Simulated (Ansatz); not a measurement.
`N[SiH](O)Cl` → HCl + `N[Si]O`  (silylene formation by 1,1-elimination)

Gas-phase electronic energies from Ansatz, PBE0-D4/def2-TZVP geometries. CCSD(T)/CBS is the MP2 limit (def2-TZVPP, def2-QZVPP) plus CCSD(T) − MP2 in def2-TZVPP, frozen cores. This one scheme is used for every species. Each species was taken in one conformer, which may not be the lowest.

```
      species  SCS-MP2/def2-QZVPP energy (Eh)
`N[SiH](O)Cl`                      -881.16462
          HCl                      -460.33756
     `N[Si]O`                      -420.73051
```

Task: Work out ΔE.

Result: ΔE = (-460.33756) + (-420.73051) − (-881.16462) = 0.09655 Eh = +2.63 eV. CCSD(T)/CBS gives +2.57 eV.

Largest T1 diagnostic among the species: 0.014.

Leaving LDA and LC-ωPBE aside and taking each functional with its dispersion term where it has one, the values, not all of them listed here, spread over 0.51 eV, from BLYP-D4 to r2SCAN0-D4. LDA lies +0.29 eV from PBE without D4. From r2SCAN to r2SCAN0 (25 % exact exchange), in def2-TZVPP and without D4, ΔE moves by +0.08 eV. The D4 term adds +0.12 eV with B3LYP and +0.06 eV with PBE0; it sums over pairs of atoms, weighted by their polarisabilities, and B3LYP, whose exchange is more repulsive, gets the larger term.

B3LYP here is the variant with VWN-RPA as its local correlation; programs differ in this.
